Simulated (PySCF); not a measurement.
Isomers of C3H8BN. Theory: PySCF, PBE0-D3(BJ)/def2-SVP geometry optimisation, gas phase. One conformer each; no zero-point energy, no entropy. No frequencies were run at this level. Point groups hold within 0.08 Å.

Question: Rank from lowest to highest electronic energy at this level (kcal/mol).
A. `[BH3-][N+]#CCC`
B. `[BH2:1][NH:2][CH:3]1[CH2:4][CH2:5]1` with B1–N2–C3–C4 144°
C. `C1N([C@H]1C)B`
D. `C=NB(C)C`
E. `[BH2:1][NH:2][CH2:3][CH:4]=[CH2:5]` with B1–N2–C3–C4 -114°, N2–C3–C4–C5 8°

Answer: D (0.0), E (15.9), B (17.2), C (24.7), A (34.6).

Neighbours under 2.5 kcal/mol apart (BNCC=C and BNC1CC1) can change places with a better method, another conformer or zero-point energy.

| SMILES | E (Eh) | E rel (kcal/mol) | dipole (D) | point group | A, B, C (MHz) |
| --- | --- | --- | --- | --- | --- |
| C=NB(C)C | -198.37660 | 0.0 | 1.30 | – | 7280, 3561, 2508 |
| BNCC=C | -198.35123 | 15.9 | 2.02 | C1 | 10826, 3232, 2742 |
| BNC1CC1 | -198.34914 | 17.2 | 2.17 | Cs | 15077, 3099, 2976 |
| BN1C[C@@H]1C | -198.33716 | 24.7 | 2.46 | C1 | 9065, 4250, 3284 |
| [BH3-][N+]#CCC | -198.32139 | 34.6 | 7.49 | – | 19666, 2129, 2002 |
